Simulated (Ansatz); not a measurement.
SnH3F⁺, that is SnFH3 with one electron fewer. Charge 1, multiplicity 2. Geometry B3LYP-D4/def2-TZVP; atoms count from 1.

Cartesian coordinates in Å:
```
Sn -0.2934 0.2495 0.1717
F 1.4812 0.7635 0.5510
H 0.5926 -1.4088 -0.9808
H -0.8763 1.1026 -1.1620
H -0.9040 -0.7069 1.4202
```

In the def2 sets Sn takes a core potential; there is no spin–orbit coupling.

(1) Estimate the Mulliken populations from the PBE0/def2-TZVP orbitals of Ansatz.

(2) Where does the spin sit?

(3) And the Mayer bond orders between heavy atoms (over 0.3)?

## Answers

(1) 
```csv
atom,charge (e),spin (α − β)
Sn1,0.82,0.18
F2,-0.36,0.05
H3,0.24,0.74
H4,0.15,0.02
H5,0.15,0.02
```
Mulliken values depend strongly on the basis.

(2) Summed by element: Sn 0.18, F 0.05, H 0.77, of 1 unpaired in all. Largest on single atoms: H3 0.74, Sn1 0.18, F2 0.05.

(3) Sn1–F2 1.00 (1.89 Å).
